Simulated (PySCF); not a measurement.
Electron correlation in Mg (magnesium, neutral)

[Ne] 3s2, closed-shell 1S. Computed with PySCF 2.14 in aug-cc-pVDZ (5s4p2d, 27 functions), with no relativity, point nucleus. Frozen: [Ne]; 2 electrons correlated.

Total MP2 correlation energy: -21.69 mhartree.

Same-spin part 0.00 and opposite-spin part -21.69 mhartree; SCS-MP2 scales them by 1/3 and 6/5 to -26.03 mhartree.

With two correlated electrons CCSD is exact within the correlated space (frozen core and kept virtual orbitals).

```json
{"level": "CCSD", "correlation energy (mhartree)": "-32.95"}
```

Diagnostics: T1 = 0.015, D1 = 0.0214, largest double amplitude 0.090.

Task: Is a single reference adequate?

Result: Mostly. T1 lies below 0.03, but a double amplitude of this size points to a near-degeneracy that CCSD handles and MP2 describes poorly.
